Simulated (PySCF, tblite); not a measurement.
Isomers of C6H12Cl2Si, one GFN2-xTB conformer each. Single-point energies are computed at PBE0/pcSseg-1 (PySCF, gas phase, no added dispersion term), electronic only.

Question: Rank them by PBE0/pcSseg-1 energy, lowest first (kJ/mol).
A. `[CH2:1]=[C:2]([CH3:3])[Si@H:4]([Cl:5])[CH2:6][CH2:7][CH2:8][Cl:9]` with C1–C2–Si4–Cl5 120°, C2–Si4–C6–C7 178°, Si4–C6–C7–C8 178°, C6–C7–C8–Cl9 -66°
B. `[CH3:1][C:2]([CH3:3])=[CH:4][SiH2:5][C@@H:6]([Cl:7])[CH2:8][Cl:9]` with C2–C4–Si5–C6 -93°, C4–Si5–C6–Cl7 -61°, Si5–C6–C8–Cl9 65°

Answer: A (0.0), B (150.5).

GFN2-xTB itself gives, in the same order: 0.0, 94.8. Both levels put the same isomer lowest.

Q: Which frontier levels, dipoles and rotational constants go with these structures?

A: 
```json
{"SMILES": "C=C(C)[Si@H](Cl)CCCCl", "HOMO (eV, PBE0/pcSseg-1)": "-7.82", "LUMO (eV)": "-0.46", "dipole (D)": "0.85", "A, B, C (MHz)": "1557, 425.5, 352.8"}
{"SMILES": "CC(C)=C[SiH2][C@@H](Cl)CCl", "HOMO (eV, PBE0/pcSseg-1)": "-7.43", "LUMO (eV)": "-0.44", "dipole (D)": "1.76", "A, B, C (MHz)": "1006, 710.3, 513.5"}
```

Q: What happens when harmonic zero-point energies from GFN2-xTB frequencies are added?

A: 
| SMILES | ZPE (kJ/mol) | electronic (kJ/mol) | with ZPE (kJ/mol) |
| --- | --- | --- | --- |
| C=C(C)[Si@H](Cl)CCCCl | 428.7 | 0.0 | 0.0 |
| CC(C)=C[SiH2][C@@H](Cl)CCl | 419.3 | 150.5 | 141.1 |

The zero-point energies span 9.4 kJ/mol. The order is unchanged.
